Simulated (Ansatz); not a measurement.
Molecule: CH₂F₃Ge, net charge 0, doublet state. It need not be the lowest isomer of its formula. 
Coordinates optimised at B3LYP-D3(BJ)/def2-TZVP (Ansatz, a program for electronic structure):
```xyz
7

C      1.9110     0.1322     0.1955
Ge     0.0285     0.0018     0.0024
F     -0.7185     1.5336    -0.2406
F     -0.4801    -0.9598    -1.3336
F     -0.7233    -0.7054     1.3800
H      2.4699     0.8894    -0.3360
H      2.4484    -0.5553     0.8333
```
Charge 0, spin multiplicity 2.

Basis-set convergence of Hartree-Fock and MP2 correlation energies (hartree) with Ansatz. Valence correlation only, unless marked. Open shells are spin-unrestricted. No spin-orbit coupling. The frozen core is the preceding noble-gas configuration, with the filled d and f shells of earlier blocks. No relativistic terms.

```tsv
basis	functions	E(HF)	E(corr, MP2)
cc-pVDZ	93	-2412.77295	-0.76606
cc-pVTZ	191	-2412.97740	-1.00991
cc-pVQZ	348	-2413.01380	-1.09911
```

Extrapolating the two largest sets (X = 3 and 4) as X^-3: E(corr) = (64·(-1.09911) - 27·(-1.00991))/37 = -1.1642 Eh, an estimate of the basis-set limit. The largest set recovers 94.4 % of it, the smallest 65.8 %.
